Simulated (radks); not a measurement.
The numbers below are computed, except where a source is named.
Question: Orbital eigenvalues (eV) of the nickel ion Ni+, [Ar] 3d9, of relativity; Dirac values are averaged over j with weights 2j + 1. Spin-unpolarised spherical Kohn-Sham, PBE, point nucleus unless stated (finite: rms radius 3.7757 fm), a radial shooting solver on a logarithmic mesh with Libxc functionals. A level marked "c x" has the speed of light scaled by that factor and shares open shells by 2j + 1; other Dirac levels either fill j = l - 1/2 first or share by 2j + 1.

shell       non-rel.
1s           -8125.3
2s           -965.06
2p           -842.83
3s           -111.09
3p           -73.899
3d           -13.048
4s (empty)   -11.262
4p (empty)   -6.3952

Give the values at the level "Dirac, c x 1.25".

Answer: 
shell       Dirac, c x 1.25  change of magnitude (%)
1s                  -8181.4                    +0.69
2s                  -977.11                    +1.25
2p                  -845.52                    +0.32
3s                  -113.13                    +1.83
3p                  -74.482                    +0.79
3d                  -12.993                    -0.42
4s (empty)          -11.431                    +1.51
4p (empty)          -6.4405                    +0.71
